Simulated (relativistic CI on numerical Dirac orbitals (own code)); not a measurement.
Ligand-field terms of d4

Computed with a parametric ligand-field model of a d^n configuration (Racah B and C, spin-orbit zeta, crystal field), exact diagonalisation.

Field parameters in Wybourne normalisation: Oh B⁴₀ = 21Dq, B⁴₄ = √(5/14) B⁴₀. The field is a parameter set, without covalency.

Problem. Ground term and bands for B = 500, C = 2320, ζ = 0 cm⁻¹, Oh, 10Dq = 13500 cm⁻¹?

Solution. Ground term 5E with 1.00 electrons in the two orbitals of the cubic e set. Spin-allowed: 5T2 13500 cm⁻¹ (741 nm). Lowest spin-forbidden: 3T1 234 cm⁻¹, 1T2 6660 cm⁻¹ (1502 nm), 1E 7346 cm⁻¹ (1361 nm).

Problem. Ground term and bands for B = 500, C = 2320, ζ = 0 cm⁻¹, Oh, 10Dq = 17500 cm⁻¹?

Solution. Ground term 3T1 with 0.03 electrons in the two orbitals of the cubic e set. Spin-allowed: 3E 15444 cm⁻¹ (647 nm), 3T1 16047 cm⁻¹ (623 nm), 3T2 16622 cm⁻¹ (602 nm), 3A1 17406 cm⁻¹ (575 nm). Lowest spin-forbidden: 5E 3626 cm⁻¹ (2758 nm), 1T2 6562 cm⁻¹ (1524 nm), 1E 7245 cm⁻¹ (1380 nm).

Problem. Ground term and bands for B = 500, C = 2320, ζ = 0 cm⁻¹, Oh, 10Dq = 20500 cm⁻¹?

Solution. Ground term 3T1 with 0.02 electrons in the two orbitals of the cubic e set. Spin-allowed: 3E 18376 cm⁻¹ (544 nm), 3T1 18974 cm⁻¹ (527 nm), 3T2 19563 cm⁻¹ (511 nm), 3A1 20328 cm⁻¹ (492 nm). Lowest spin-forbidden: 5E 6548 cm⁻¹ (1527 nm), 1T2 6646 cm⁻¹ (1505 nm), 1E 7310 cm⁻¹ (1368 nm).

Problem. Ground term and bands for B = 500, C = 2320, ζ = 0 cm⁻¹, Oh, 10Dq = 10500 cm⁻¹?

Solution. Ground term 5E with 1.00 electrons in the two orbitals of the cubic e set. Spin-allowed: 5T2 10500 cm⁻¹ (952 nm). Lowest spin-forbidden: 3T1 3086 cm⁻¹ (3240 nm), 1T2 9388 cm⁻¹ (1065 nm), 1E 10041 cm⁻¹ (996 nm).

Problem. Ground term and bands for B = 500, C = 2320, ζ = 0 cm⁻¹, Oh, 10Dq = 14500 cm⁻¹?

Solution. Ground term 3T1 with 0.04 electrons in the two orbitals of the cubic e set. Spin-allowed: 3E 12531 cm⁻¹ (798 nm), 3T1 13142 cm⁻¹ (761 nm), 3T2 13696 cm⁻¹ (730 nm), 3A1 14506 cm⁻¹ (689 nm). Lowest spin-forbidden: 5E 726 cm⁻¹, 1T2 6463 cm⁻¹ (1547 nm), 1E 7152 cm⁻¹ (1398 nm).
